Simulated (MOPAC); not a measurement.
MOPAC input (AM1):

```
AM1 PRECISE GNORM=0.05 LET XYZ UHF MS=0.5 GEO-OK AUX(PRECISION=9) THREADS=1
H4BO2Si

O     2.35528300 1   -0.21818500 1   -0.36872300 1
B     1.19949800 1    0.34573800 1    0.04980000 1
O     0.01349100 1   -0.25230500 1   -0.13267100 1
Si   -1.57096800 1    0.08625300 1    0.21511200 1
H     3.13232500 1    0.31410800 1   -0.17612200 1
H    -1.67963300 1    1.38988600 1    0.90483000 1
H    -2.31922500 1    0.11758500 1   -1.05770600 1
H    -2.08759200 1   -0.99389300 1    1.07958700 1
```

Output:

```
 *******************************************************************************
 **                                                                           **
 **                              MOPAC v23.2.5                                **
 **                                                                           **
 *******************************************************************************
 ** MOPAC's Digital Object Identifier: https://doi.org/10.5281/zenodo.6511958 **
 **                                                                           **
 ** Please cite the open-source release paper for use of this MOPAC version:  **
 ** J. E. Moussa and J. J. P. Stewart (2026)                                  **
 ** MOPAC: An open-source semiempirical molecular orbital program             **
 ** J. Open Source Softw., 11(119), 8025, https://doi.org/10.21105/joss.08025 **
 *******************************************************************************

                              AM1 CALCULATION RESULTS

 *******************************************************************************
 *  AM1        - The AM1 Hamiltonian to be used
 *  GEO-OK     - OVERRIDE INTERATOMIC DISTANCE AND OTHER SAFETY CHECKS
 *  UHF        - UNRESTRICTED HARTREE-FOCK CALCULATION
 *  MS=        - IN MECI, MAGNETIC COMPONENT OF SPIN =  0.5
 *  LET        - OVERRIDE SOME SAFETY CHECKS
 *  PRECISE    - TIGHTER CRITERIA TO BE USED
 *  XYZ        - CARTESIAN COORDINATE SYSTEM TO BE USED
 *  GNORM      - EXIT WHEN GRADIENT NORM DROPS BELOW 0.050
 *  AUX        - OUTPUT AUXILIARY INFORMATION
 *******************************************************************************
AM1 PRECISE GNORM=0.05 LET XYZ UHF MS=0.5 GEO-OK AUX(PRECISION=9) THREADS=1
 H4BO2Si

   ATOM   CHEMICAL          X               Y               Z
  NUMBER   SYMBOL      (ANGSTROMS)     (ANGSTROMS)     (ANGSTROMS)

     1       O          2.35528300  *  -0.21818500  *  -0.36872300  *
     2       B          1.19949800  *   0.34573800  *   0.04980000  *
     3       O          0.01349100  *  -0.25230500  *  -0.13267100  *
     4      Si         -1.57096800  *   0.08625300  *   0.21511200  *
     5       H          3.13232500  *   0.31410800  *  -0.17612200  *
     6       H         -1.67963300  *   1.38988600  *   0.90483000  *
     7       H         -2.31922500  *   0.11758500  *  -1.05770600  *
     8       H         -2.08759200  *  -0.99389300  *   1.07958700  *

          CARTESIAN COORDINATES

    NO.       ATOM           X           Y           Z

     1         O          2.3553     -0.2182     -0.3687
     2         B          1.1995      0.3457      0.0498
     3         O          0.0135     -0.2523     -0.1327
     4        Si         -1.5710      0.0863      0.2151
     5         H          3.1323      0.3141     -0.1761
     6         H         -1.6796      1.3899      0.9048
     7         H         -2.3192      0.1176     -1.0577
     8         H         -2.0876     -0.9939      1.0796

  H: (AM1): M.J.S. DEWAR ET AL, J. AM. CHEM. SOC. 107 3902-3909 (1985)
  B: (AM1): M.J.S. DEWAR ET AL, ORGANOMETALLICS, 7, 513-521 (1988)
  O: (AM1): M.J.S. DEWAR ET AL, J. AM. CHEM. SOC. 107 3902-3909 (1985)
 Si: (AM1): M.J.S.DEWAR, C. JIE, ORGANOMETALLICS, 6, 1486-1490 (1987).

           Empirical Formula: H4 O2 B Si  =     8 atoms

      MOLECULAR POINT GROUP   :   Cs

          UHF CALCULATION, NO. OF ALPHA ELECTRONS =   12
                           NO. OF BETA  ELECTRONS =   11

          Geometry optimization using EF

          DIAGONAL MATRIX USED AS START HESSIAN

 CYCLE:     1  GRAD.:   153.883 HEAT: -117.2048
 CYCLE:     2  GRAD.:   403.567 HEAT: -101.2270
 CYCLE:     3  GRAD.:   226.446 HEAT: -102.9549
 CYCLE:     4  GRAD.:   171.936 HEAT: -112.7621
 CYCLE:     5  GRAD.:   176.551 HEAT: -114.4840
 CYCLE:     6  GRAD.:   233.591 HEAT: -112.5085
 CYCLE:     7  GRAD.:   169.662 HEAT: -112.0586
 CYCLE:     8  GRAD.:   176.026 HEAT: -117.0060
 CYCLE:     9  GRAD.:    60.274 HEAT: -123.6340
 CYCLE:    10  GRAD.:    20.683 HEAT: -124.5559
 CYCLE:    11  GRAD.:    14.095 HEAT: -124.8035
 CYCLE:    12  GRAD.:    10.747 HEAT: -125.0216
 CYCLE:    13  GRAD.:    18.696 HEAT: -125.3956
 CYCLE:    14  GRAD.:    20.455 HEAT: -125.7574
 CYCLE:    15  GRAD.:     8.294 HEAT: -126.0666
 CYCLE:    16  GRAD.:     6.506 HEAT: -126.2765
 CYCLE:    17  GRAD.:     5.186 HEAT: -126.3432
 CYCLE:    18  GRAD.:     2.577 HEAT: -126.3746
 CYCLE:    19  GRAD.:     2.356 HEAT: -126.3802
 CYCLE:    20  GRAD.:     0.915 HEAT: -126.3819
 CYCLE:    21  GRAD.:     0.645 HEAT: -126.3822
 CYCLE:    22  GRAD.:     0.544 HEAT: -126.3823
 CYCLE:    23  GRAD.:     0.119 HEAT: -126.3824
 CYCLE:    24  GRAD.:     0.019 HEAT: -126.3824

     GRADIENT =  0.01919 IS LESS THAN CUTOFF =  0.05000

 -------------------------------------------------------------------------------
 AM1 PRECISE GNORM=0.05 LET XYZ UHF MS=0.5 GEO-OK AUX(PRECISION=9) THREADS=1
 H4BO2Si

     GEOMETRY OPTIMISED USING EIGENVECTOR FOLLOWING (EF).
     SCF FIELD WAS ACHIEVED

                              AM1 CALCULATION
                                                       MOPAC v23.2.5 Linux

          FINAL HEAT OF FORMATION =       -126.38241 KCAL/MOL =    -528.78398 KJ/MOL

          COSMO AREA              =        116.03 SQUARE ANGSTROMS
          COSMO VOLUME            =        102.91 CUBIC ANGSTROMS

          GRADIENT NORM           =          0.01919          =       0.00678 PER ATOM
          IONIZATION POTENTIAL    =          8.814015 EV
          ALPHA SOMO LUMO (EV)    =         -8.814  0.675
          BETA  SOMO LUMO (EV)    =        -11.604  0.612
          NO. OF ALPHA ELECTRONS  =         12
          NO. OF BETA  ELECTRONS  =         11
          MOLECULAR WEIGHT        =         74.9259         POINT GROUP:  Cs

          MOLECULAR DIMENSIONS (Angstroms)

            Atom       Atom       Distance
            H     8    H     5     5.29452
            O     1    H     6     2.56988
            H     7    H     8     2.21739

          SCF CALCULATIONS        =         25

   ATOM   CHEMICAL          X               Y               Z
  NUMBER   SYMBOL      (ANGSTROMS)     (ANGSTROMS)     (ANGSTROMS)

     1       O          2.33778011  *  -0.09455706  *  -0.30253478  *
     2       B          1.08066176  *   0.22148971  *  -0.00193395  *
     3       O          0.05297633  *  -0.53256328  *  -0.28269594  *
     4      Si         -1.51104112  *   0.14544501  *   0.23939466  *
     5       H          2.85362977  *   0.64692791  *   0.02716249  *
     6       H         -1.37754508  *   1.43682674  *   0.89650358  *
     7       H         -2.33656668  *   0.27868845  *  -0.95165559  *
     8       H         -2.10838350  *  -0.81626199  *   1.15384570  *

                             CARTESIAN COORDINATES

   1    O        2.337780113    -0.094557059    -0.302534775
   2    B        1.080661756     0.221489715    -0.001933948
   3    O        0.052976326    -0.532563280    -0.282695937
   4   Si       -1.511041123     0.145445014     0.239394661
   5    H        2.853629766     0.646927910     0.027162486
   6    H       -1.377545082     1.436826737     0.896503580
   7    H       -2.336566675     0.278688454    -0.951655591
   8    H       -2.108383503    -0.816261986     1.153845697

           Empirical Formula: H4 O2 B Si  =     8 atoms

      MOLECULAR POINT GROUP   :   Cs

          ALPHA EIGENVALUES
 -38.19127 -37.15294 -21.45774 -17.73915 -17.08158 -16.26329 -15.45941 -14.31758
 -13.19229 -12.37375 -11.65532  -8.81402   0.67503   1.39143   1.46037   1.51785
   3.12387   4.23329   6.68971   7.06594

           BETA EIGENVALUES
 -37.56079 -36.48976 -20.98908 -17.14493 -16.70138 -15.46675 -15.28537 -13.96394
 -13.12021 -12.24670 -11.60421   0.61235   0.89564   1.42310   1.46894   1.55301
   3.78343   4.47255   7.25169   8.15706

              NET ATOMIC CHARGES AND DIPOLE CONTRIBUTIONS

  ATOM NO.   TYPE          CHARGE      No. of ELECS.   s-Pop       p-Pop
    1          O          -0.271832        6.2718     1.83891     4.43293
    2          B           0.042093        2.9579     1.39767     1.56023
    3          O          -0.451340        6.4513     1.83453     4.61681
    4         Si           1.064963        2.9350     0.83032     2.10472
    5          H           0.240701        0.7593     0.75930
    6          H          -0.213773        1.2138     1.21377
    7          H          -0.205409        1.2054     1.20541
    8          H          -0.205403        1.2054     1.20540
 DIPOLE           X         Y         Z       TOTAL
 POINT-CHG.    -1.579     1.870     1.143     2.701
 HYBRID         0.634     0.036    -0.050     0.637
 SUM           -0.945     1.905     1.093     2.391

          ATOMIC ORBITAL ELECTRON POPULATIONS

     Atom    s        px        py        pz
    1  O   1.83891   1.28611   1.42490   1.72192
    2  B   1.39767   0.64794   0.51352   0.39877
    3  O   1.83453   1.33417   1.55503   1.72761
    4 Si   0.83032   0.59224   0.74778   0.76471
    5  H   0.75930
    6  H   1.21377
    7  H   1.20541
    8  H   1.20540

                    (SZ)    =    0.500000
                    (S**2)  =    0.755629

          ATOMIC ORBITAL SPIN POPULATIONS

    Atom   Total    s     px     py     pz
         Atomic
    1  O  0.1905 -0.002  0.102  0.068  0.023
    2  B  0.6155  0.334 -0.020  0.224  0.077
    3  O  0.2229 -0.000  0.018  0.169  0.036
    4 Si -0.0256 -0.004 -0.018 -0.002 -0.002
    5  H -0.0048 -0.005
    6  H  0.0006  0.001
    7  H  0.0004  0.000
    8  H  0.0004  0.000

 **********************
 *                    *
 * JOB ENDED NORMALLY *
 *                    *
 **********************

 == MOPAC DONE ==
```

The geometry given is a B3LYP-D3(BJ)/def2-TZVP minimum.
